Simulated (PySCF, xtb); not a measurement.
Cl2FHOSi, SMILES Cl[Si](F)(Cl)O.

xtb with GFN2-xTB at its own geometry gives an orbital gap of 7.71 eV and a dipole moment of 2.20 D.

The structure is a stationary point at B3LYP-D3(BJ)/def2-SVP. One conformer was computed; it need not be the lowest.

Question: What does HF/def2-TZVP (PySCF) give? (Estimate from the structure and the level; the computed values follow.)

Answer: gap 16.17 eV (levels -13.01 and 3.16 eV), dipole 1.84 D.
